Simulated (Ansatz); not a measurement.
A set of 12 reactions (hydrogen abstraction), with CCSD(T)/CBS values in kJ/mol:

```
                                            reaction      ΔE
           `N[SiH](O)O` + F• → `N[SiH]([O])O`• + H–F   -60.0
`C#[C][SnH2][F]` + `[CH3]`• → `C#[C][SnH][F]`• + CH₄  -131.7
              `N[SiH](O)O` + F• → `N[Si](O)O`• + H–F  -170.9
    `C[SiH](N)Cl` + `[SiH3]`• → `C[Si](N)Cl`• + SiH₄     9.2
        `N[SiH](F)Cl` + F• → `[NH][SiH](F)Cl`• + H–F   -83.6
           `N[SiH](F)Cl` + Cl• → `N[Si](F)Cl`• + HCl   -25.8
                `BOC` + `[SiH3]`• → `[BH]OC`• + SiH₄    60.1
                         `BOC` + H• → `[BH]OC`• + H₂     6.4
                          `BNC` + H• → `B[N]C`• + H₂    27.8
            `N[SiH](F)Cl` + F• → `N[Si](F)Cl`• + H–F  -171.2
           `CO[SiH2]C#N` + Cl• → `CO[SiH]C#N`• + HCl   -37.2
                        `BOC` + F• → `[BH]OC`• + H–F  -128.9
```

Program: Ansatz. Geometries: PBE0-D4/def2-TZVP. ΔE: electronic, gas phase. CCSD(T)/CBS adds triple-zeta CCSD(T) − MP2 to the extrapolated MP2 energy (def2 sets, frozen cores). Small cases extrapolate CCSD(T) itself. DFT in def2-TZVPP. B3LYP here is the variant with VWN-RPA as its local correlation; programs differ in this. Open shells (•) are unrestricted, without spin–orbit coupling. Spin–orbit coupling would lower the free atoms: a little for Cl, F. def2 core potentials past Kr. Bonds to Sn are less sure, by a few kJ/mol each and by 10 to 20 or more in all where they break to atoms, as the def2 sets lack core-valence functions. Each species was taken in one conformer, which may not be the lowest.

(1) Give the mean, mean absolute and largest difference (level minus CCSD(T)/CBS, kJ/mol) for: PBE-D4, r2SCAN-D4, PBE0-D4, B3LYP-D4, ωB97X-V, PBE, r2SCAN, MP2/def2-TZVPP, CCSD/def2-TZVPP, HF/def2-QZVPP, MP2/def2-QZVPP, SCS-MP2/def2-QZVPP, HF/CBS(def2), CCSD/CBS(def2). (An estimate is asked.)

The largest T1 diagnostic in the set is 0.024, for `B[N]C`• (customary mark 0.045).

CCSD(T)/CBS is a level of theory with its own doubt, and the functionals carry their triple-zeta basis error, so these figures describe this set and don't rank the functionals.

Results:

(1) Ansatz gave: 
| level | mean | mean absolute | largest |
| --- | --- | --- | --- |
| PBE-D4 | -20.0 | 20.0 | -32.2 |
| r2SCAN-D4 | -11.7 | 11.7 | -31.5 |
| PBE0-D4 | -3.5 | 6.0 | -16.8 |
| B3LYP-D4 | -5.2 | 7.7 | -28.7 |
| ωB97X-V | 4.7 | 6.9 | 17.4 |
| PBE | -20.6 | 20.7 | -32.1 |
| r2SCAN | -11.9 | 11.9 | -31.9 |
| MP2/def2-TZVPP | 0.9 | 9.7 | 35.8 |
| CCSD/def2-TZVPP | 9.3 | 9.9 | 23.3 |
| HF/def2-QZVPP | 43.7 | 45.7 | 109.1 |
| MP2/def2-QZVPP | -2.8 | 12.0 | 36.4 |
| SCS-MP2/def2-QZVPP | 5.2 | 5.2 | 24.0 |
| HF/CBS(def2) | 43.5 | 45.6 | 108.7 |
| CCSD/CBS(def2) | 3.6 | 4.1 | 8.4 |
